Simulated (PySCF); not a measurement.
**Exercise with solution: entropy of an ideal gas**

F3S, SMILES F[S](F)F (connectivity only; charge and spin as stated), charge -1, multiplicity 1.

Geometry: B3LYP-D3(BJ)/def2-SVPD. The spin state was assumed, not searched. The isomer is the one that the SMILES or the coordinates give; other isomers of the formula were not compared.

B3LYP-D3(BJ)/def2-SVPD (PySCF) gives the harmonic wavenumbers 243, 286, 335, 420, 474, 717 cm⁻¹ and the rotational temperatures 0.6006, 0.1860, 0.1420 K. The molar mass is 89.06 g/mol, the symmetry number 2, the spin multiplicity 1.

### Question
Work out the entropy at 298.15 K and 1 atm in the rigid-rotor, harmonic-oscillator model.

### Answer

Translation (Sackur–Tetrode at 1 atm): S = R[1.5 ln M + 2.5 ln T − 1.16487] = 164.7 J/(mol K).
Rotation: q = (√π/σ) T^1.5/√(θA θB θC) = 36200, S = R[ln q + 3/2] = 99.8 J/(mol K).
Vibration: with u = 1.4388 ν/T, each mode gives R[u/(e^u − 1) − ln(1 − e^−u)]:
| ν (cm⁻¹) | modes | u | S (J/(mol K)) |
|---|---|---|---|
| 243 | 1 | 1.17 | 7.45 |
| 286 | 1 | 1.38 | 6.27 |
| 335 | 1 | 1.62 | 5.17 |
| 420 | 1 | 2.03 | 3.73 |
| 474 | 1 | 2.29 | 3.04 |
| 717 | 1 | 3.46 | 1.20 |
These are all the modes. Sum 26.9 J/(mol K).
Spin: R ln 1 = 0.0 J/(mol K).
Total 291.3 J/(mol K); the program's own thermochemistry gives 291.3. Translation makes up 57 % and vibration 9 %. Anharmonicity, hindered rotation and orbital degeneracy are left out.
